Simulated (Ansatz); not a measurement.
Born–Oppenheimer molecular dynamics of CH₆ClNSi (10 atoms, charge 0, multiplicity 1). It starts from a relaxed structure.

These are results of Ansatz, RKS PBE0-D4/STO-3G, not measurements.

```json
{
  "ensemble": "NVT, Nosé–Hoover chain",
  "time step": "0.5 fs",
  "steps asked": "600",
  "set temperature": "50 K",
  "thermostat": "time constant 50 fs, chain length 3",
  "seed": "329519"
}
```

Frames 2.5 fs apart, positions in Å, forces in eV/Å.

Velocities at 235.0 fs (Å/ps):

```
C 0.42 -0.74 0.21
Si -0.77 0.01 1.79
N 1.10 -1.01 -1.33
Cl 0.44 0.22 -0.97
H 5.60 9.67 -13.52
H -0.14 -2.34 7.99
H -4.07 -10.04 -13.89
H -1.96 9.87 10.39
H -9.22 16.64 0.39
H -4.29 -8.84 8.79
```

```xyz
10
Properties=species:S:1:pos:R:3:forces:R:3 time_fs=235.0 energy_less_start_eV=0.038 T=83
C -0.947 0.961 -0.409 -0.47 0.03 -0.20
Si -0.068 -0.632 -0.060 0.26 0.08 0.64
N 1.173 -0.347 1.132 0.16 -0.12 -0.04
Cl 0.688 -1.391 -1.873 0.18 -0.01 -0.36
H -1.673 0.828 -1.223 0.17 0.07 0.08
H -1.494 1.352 0.457 0.10 -0.26 0.08
H -0.236 1.724 -0.705 0.22 0.32 -0.24
H -0.953 -1.680 0.379 -0.01 -0.04 0.25
H 1.914 0.347 0.882 -0.39 -0.05 -0.11
H 1.693 -1.189 1.462 -0.24 -0.02 -0.11
10
Properties=species:S:1:pos:R:3:forces:R:3 time_fs=237.5 energy_less_start_eV=0.039 T=83
C -0.947 0.959 -0.409 -0.43 0.22 -0.48
Si -0.069 -0.632 -0.055 0.33 0.08 0.51
N 1.177 -0.350 1.129 -0.17 -0.27 -0.10
Cl 0.689 -1.391 -1.876 0.09 -0.01 -0.20
H -1.653 0.852 -1.249 0.03 -0.15 0.42
H -1.489 1.339 0.473 0.22 -0.16 -0.31
H -0.236 1.711 -0.744 0.24 0.33 0.17
H -0.959 -1.659 0.413 -0.05 -0.18 0.19
H 1.880 0.382 0.882 -0.14 -0.37 0.08
H 1.675 -1.204 1.478 -0.11 0.50 -0.27
10
Properties=species:S:1:pos:R:3:forces:R:3 time_fs=240.0 energy_less_start_eV=0.064 T=59
C -0.950 0.959 -0.412 0.82 0.55 -0.83
Si -0.070 -0.632 -0.049 0.15 -0.10 0.44
N 1.179 -0.354 1.125 -1.26 0.04 -0.45
Cl 0.691 -1.390 -1.879 -0.01 0.01 -0.03
H -1.635 0.868 -1.254 -0.47 -0.32 0.12
H -1.474 1.317 0.476 -0.06 0.18 -0.03
H -0.226 1.716 -0.772 -0.23 -0.17 0.64
H -0.967 -1.647 0.456 0.09 -0.08 -0.01
H 1.840 0.398 0.885 0.48 -0.04 0.09
H 1.653 -1.195 1.480 0.48 -0.07 0.06
10
Properties=species:S:1:pos:R:3:forces:R:3 time_fs=242.5 energy_less_start_eV=0.057 T=65
C -0.948 0.961 -0.418 0.83 0.16 -0.61
Si -0.071 -0.632 -0.042 -0.09 -0.30 0.22
N 1.176 -0.358 1.119 -1.03 0.29 -0.38
Cl 0.692 -1.389 -1.882 -0.09 0.02 0.13
H -1.641 0.866 -1.250 -0.47 -0.29 0.03
H -1.461 1.305 0.475 -0.21 0.31 0.12
H -0.226 1.714 -0.765 -0.09 0.02 0.46
H -0.970 -1.639 0.500 0.21 0.04 -0.20
H 1.825 0.410 0.895 0.45 -0.09 0.13
H 1.657 -1.188 1.484 0.49 -0.15 0.10
10
Properties=species:S:1:pos:R:3:forces:R:3 time_fs=245.0 energy_less_start_eV=0.036 T=85
C -0.943 0.963 -0.428 -0.40 -0.39 0.14
Si -0.072 -0.632 -0.034 -0.18 -0.29 -0.22
N 1.169 -0.360 1.112 0.42 0.11 0.28
Cl 0.693 -1.389 -1.885 -0.17 0.02 0.27
H -1.673 0.847 -1.242 0.13 -0.05 0.28
H -1.459 1.309 0.478 0.00 0.08 -0.24
H -0.229 1.714 -0.734 0.33 0.49 -0.11
H -0.960 -1.631 0.532 0.13 -0.04 -0.25
H 1.835 0.415 0.911 -0.07 -0.38 0.11
H 1.687 -1.185 1.492 -0.18 0.44 -0.26
10
Properties=species:S:1:pos:R:3:forces:R:3 time_fs=247.5 energy_less_start_eV=0.054 T=67
C -0.939 0.964 -0.436 -0.32 -0.06 0.63
Si -0.073 -0.634 -0.027 -0.08 -0.08 -0.68
N 1.163 -0.363 1.106 0.88 0.23 0.60
Cl 0.694 -1.388 -1.887 -0.23 0.04 0.38
H -1.699 0.825 -1.220 0.39 0.16 0.06
H -1.458 1.318 0.470 0.06 -0.08 -0.23
H -0.217 1.739 -0.706 -0.10 0.01 -0.34
H -0.944 -1.625 0.550 -0.09 -0.23 -0.18
H 1.842 0.402 0.933 -0.16 0.02 -0.11
H 1.708 -1.162 1.487 -0.34 0.00 -0.14
10
Properties=species:S:1:pos:R:3:forces:R:3 time_fs=250.0 energy_less_start_eV=0.104 T=19
C -0.937 0.965 -0.442 0.49 0.31 0.79
Si -0.074 -0.635 -0.022 -0.02 0.04 -0.94
N 1.162 -0.364 1.102 0.52 0.52 0.53
Cl 0.695 -1.388 -1.889 -0.27 0.06 0.47
H -1.705 0.812 -1.197 0.14 0.18 -0.50
H -1.454 1.324 0.450 -0.12 -0.01 0.24
H -0.212 1.764 -0.699 -0.52 -0.56 -0.37
H -0.933 -1.632 0.557 -0.17 -0.27 -0.16
H 1.842 0.390 0.948 0.00 0.53 -0.28
H 1.711 -1.141 1.475 -0.04 -0.79 0.22
10
Properties=species:S:1:pos:R:3:forces:R:3 time_fs=252.5 energy_less_start_eV=0.078 T=44
C -0.933 0.967 -0.444 -0.10 -0.17 0.78
Si -0.076 -0.636 -0.018 -0.12 -0.07 -1.01
N 1.162 -0.363 1.101 0.96 0.25 0.74
Cl 0.695 -1.387 -1.890 -0.28 0.08 0.51
H -1.700 0.810 -1.200 0.15 0.14 -0.43
H -1.457 1.329 0.441 -0.11 0.01 0.28
H -0.232 1.760 -0.713 -0.01 -0.14 -0.44
H -0.930 -1.654 0.554 -0.05 -0.05 -0.23
H 1.839 0.405 0.948 -0.18 0.12 -0.18
H 1.708 -1.159 1.473 -0.27 -0.16 -0.03
10
Properties=species:S:1:pos:R:3:forces:R:3 time_fs=255.0 energy_less_start_eV=0.055 T=66
C -0.929 0.968 -0.442 -1.03 -0.50 0.51
Si -0.077 -0.638 -0.017 -0.09 -0.17 -0.92
N 1.167 -0.361 1.103 0.79 -0.05 0.66
Cl 0.694 -1.386 -1.890 -0.27 0.09 0.50
H -1.686 0.816 -1.226 0.30 0.04 0.10
H -1.466 1.333 0.447 0.11 -0.04 -0.14
H -0.252 1.749 -0.753 0.49 0.28 -0.27
H -0.931 -1.679 0.537 0.08 0.17 -0.25
H 1.827 0.427 0.937 -0.15 -0.33 0.01
H 1.692 -1.187 1.470 -0.23 0.50 -0.20
10
Properties=species:S:1:pos:R:3:forces:R:3 time_fs=257.5 energy_less_start_eV=0.056 T=64
C -0.930 0.967 -0.437 -0.30 0.11 -0.25
Si -0.079 -0.639 -0.017 0.20 -0.02 -0.77
N 1.174 -0.359 1.108 -0.62 0.07 0.04
Cl 0.693 -1.385 -1.889 -0.24 0.11 0.47
H -1.656 0.823 -1.249 -0.03 -0.14 0.24
H -1.469 1.337 0.447 0.10 0.09 -0.20
H -0.248 1.749 -0.806 0.06 -0.28 0.39
H -0.927 -1.695 0.507 0.02 0.15 -0.12
H 1.809 0.433 0.927 0.35 -0.10 0.06
H 1.665 -1.191 1.458 0.46 0.00 0.15
10
Properties=species:S:1:pos:R:3:forces:R:3 time_fs=260.0 energy_less_start_eV=0.081 T=39
C -0.933 0.966 -0.434 0.53 0.20 -0.75
Si -0.081 -0.641 -0.019 0.52 0.25 -0.67
N 1.179 -0.356 1.112 -1.16 0.00 -0.20
Cl 0.692 -1.384 -1.888 -0.19 0.13 0.40
H -1.629 0.823 -1.258 -0.48 -0.26 0.07
H -1.467 1.346 0.436 -0.09 0.26 0.07
H -0.239 1.734 -0.837 -0.11 -0.43 0.73
H -0.923 -1.703 0.469 -0.13 -0.02 0.08
H 1.809 0.432 0.920 0.49 -0.01 0.05
H 1.663 -1.193 1.453 0.63 -0.12 0.21
10
Properties=species:S:1:pos:R:3:forces:R:3 time_fs=262.5 energy_less_start_eV=0.053 T=66
C -0.933 0.966 -0.434 -0.09 -0.48 -0.46
Si -0.081 -0.643 -0.023 0.59 0.30 -0.51
N 1.180 -0.354 1.117 -0.23 -0.33 0.12
Cl 0.690 -1.382 -1.885 -0.13 0.12 0.28
H -1.628 0.808 -1.262 -0.36 -0.14 0.17
H -1.468 1.370 0.427 -0.02 0.13 0.00
H -0.233 1.698 -0.828 0.39 0.28 0.32
H -0.926 -1.711 0.436 -0.15 -0.06 0.19
H 1.835 0.428 0.916 -0.01 -0.36 0.05
H 1.694 -1.197 1.458 0.01 0.53 -0.17
```

Of the whole run (300 fs, mean temperature of the second half 56 K): The conserved energy stayed within 0.069 meV per atom of its start (net change 0.023 meV per atom), so the integration is sound. The mean temperature of the second half is 12 % above the set value. A run of 0.3 ps of so small a system gives no equilibrium averages. Limits of this set-up: minimal basis.

Run time: 20 min on 1 thread of Arm Neoverse N1, with other jobs on the host, peak memory 0.082 GiB.
